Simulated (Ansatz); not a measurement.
Reaction (silylene formation by 1,1-elimination): `F[SiH2][S][AlH2]` → `[AlH2][SH]` + `F[SiH]`

Calculated with Ansatz (gas phase, PBE0-D4/def2-TZVP geometries, no zero-point term in ΔE). CCSD(T)/CBS is the MP2 limit (def2-TZVPP, def2-QZVPP) plus CCSD(T) − MP2 in def2-TZVPP, frozen cores. This one scheme is used for every species. Functionals use def2-TZVPP. B3LYP here is the variant with VWN-RPA as its local correlation; programs differ in this. HSE06 is defined as in plane-wave codes. Each species was taken in one conformer, which may not be the lowest.

`F[SiH2][S][AlH2]`:

Cartesian coordinates in Å:
```
F -1.467 0.211 1.605
Si -1.277 0.617 0.070
S 0.705 1.272 -0.283
Al 1.715 -0.667 -0.168
H -1.617 -0.577 -0.736
H -2.180 1.754 -0.212
H 0.834 -1.965 0.012
H 3.287 -0.644 -0.288
```

`[AlH2][SH]`:

```xyz
5

Al    0.456   -0.400   -0.238
S    -1.401    0.744   -0.255
H     0.780   -1.238   -1.535
H     1.377   -0.340    1.046
H    -1.212    1.235    0.982
```

`F[SiH]`:

Z-matrix (Å, degrees):
```
Si
F 1 1.612
H 1 1.541 2 96.3
```

| level | ΔE (kJ/mol) | difference from CCSD(T)/CBS |
| --- | --- | --- |
| revPBE-D4 | 267.3 | -8.3 |
| BLYP-D4 | 249.9 | -25.7 |
| ωB97X-V | 281.2 | 5.6 |
| PBE | 261.7 | -13.9 |
| BLYP | 230.6 | -45.0 |
| PBE0 | 277.4 | 1.8 |
| B3LYP | 249.7 | -25.9 |
| r2SCANh | 294.1 | 18.5 |
| HSE06 | 277.6 | 2.0 |
| RPA@PBE/def2-TZVPP | 245.1 | -30.5 |
| CCSD/def2-SVP | 249.0 | -26.6 |
| CCSD(T)/def2-SVP | 250.8 | -24.8 |
| MP2/def2-TZVPP | 289.5 | 13.9 |
| CCSD(T)/def2-TZVPP | 266.8 | -8.8 |
| MP2/def2-QZVPP | 294.4 | 18.8 |
| MP2/CBS(def2) | 298.2 | 22.6 |
| CCSD(T)/CBS | 275.6 | 0 |

Largest T1 diagnostic among the species: 0.015.

From r2SCAN to r2SCAN0 (25 % exact exchange), in def2-TZVPP and without D4, ΔE moves by +4.5 kJ/mol. The D4 term adds +15.2 kJ/mol with B3LYP and +8.1 kJ/mol with PBE0; it sums over pairs of atoms, weighted by their polarisabilities, and B3LYP, whose exchange is more repulsive, gets the larger term. In def2-TZVPP, CCSD(T) changes the Hartree–Fock value by +5.2 kJ/mol (the triples alone add +3.6 kJ/mol) and MP2 by +27.8 kJ/mol.
